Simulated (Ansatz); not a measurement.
# Ansatz timings: GeSiNH7 (SMILES [SiH3][NH][GeH3])

The species is GeSiNH7 (10 atoms), meant as a singlet with charge 0. SMILES: `[SiH3][NH][GeH3]`. Geometry: relaxed at PBE0-D4/def2-TZVP.

```xyz
10

Si   -1.1468    0.5222   -0.9456
N     0.4614    0.3191   -0.3757
Ge    1.0201   -0.6758    1.0662
H    -1.9237   -0.6685   -0.5129
H    -1.1602    0.6272   -2.4305
H    -1.8355    1.7358   -0.4161
H     1.1591    0.9529   -0.7365
H    -0.0189   -1.7874    1.2624
H     1.1199    0.1804    2.3456
H     2.4078   -1.2572    0.7459
```

Program: Ansatz 0.2.0. Hardware: 1 thread of Arm Neoverse V1, shared host, so times are rough. Ansatz fits the integrals of SCF and DFT runs by default. Its times include its search for lower SCF states.

(1) Estimate their order by wall time, quickest first.
A. energy at B3LYP/def2-SVP
B. energy at CCSD(T)/def2-SVP, 15 core orbitals frozen
C. energy at HF/3-21G
D. energy at HF/def2-SVP

Results:

(1) C (0.97 s), D (3.6 s), A (10 s), B (33 s).
